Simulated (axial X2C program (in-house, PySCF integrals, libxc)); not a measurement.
# Curves of KBe by EOM-EA-CCSD

Calculated with an axial X2C code built on PySCF integrals: two-component X2C with atomic mean-field Coulomb and Gaunt terms, Gaussian nuclei, basis K dyall-acv3z, Be dyall-acv3z with contracted cores.

Energies in eV from the lowest point of the lowest state; states are followed by energy order within each Ω. Reference: KBe⁺, 10 electrons correlated in 92 virtual spinors with an MP2 remainder; levels at this size can be off by some tenths of an eV. Masses 38.964 and 9.012 u.

| R (Å) | (1)Ω=1/2 | (2)Ω=1/2 | (1)Ω=3/2 | (3)Ω=1/2 | (4)Ω=1/2 | (2)Ω=3/2 | (5)Ω=1/2 |
| --- | --- | --- | --- | --- | --- | --- | --- |
| 3.117 | 0.0717 | 0.6379 | 0.6398 | 1.1600 | 1.9313 | 1.9334 | 2.0883 |
| 3.252 | 0.0326 | 0.6875 | 0.6894 | 1.1338 | 1.8870 | 1.8892 | 2.0573 |
| 3.388 | 0.0115 | 0.7526 | 0.7544 | 1.1299 | 1.8604 | 1.8626 | 2.0451 |
| 3.541 | 0.0015 | 0.8371 | 0.8389 | 1.1444 | 1.8455 | 1.8478 | 2.0468 |
| 3.693 | 0.0000 | 0.9274 | 0.9292 | 1.1720 | 1.8424 | 1.8447 | 2.0592 |
| 3.896 | 0.0046 | 1.0486 | 1.0506 | 1.2206 | 1.8514 | 1.8536 | 2.0859 |

No minimum in range: (2)Ω=1/2, (1)Ω=3/2; the order of states may turn beyond it. T1 of the reference reaches 0.009 (Lee–Taylor). Curves followed by order can swap character. Number of frozen shells: K 2 s, 1 p; Be 1 s. Roots with under 60 % one-particle weight at any point are counted in the labels but not shown, and the list ends where the roots sought for some Ω run out; states that need a further excitation are missing and may lie low or lowest. Curves with a minimum but no constants failed the fit check.
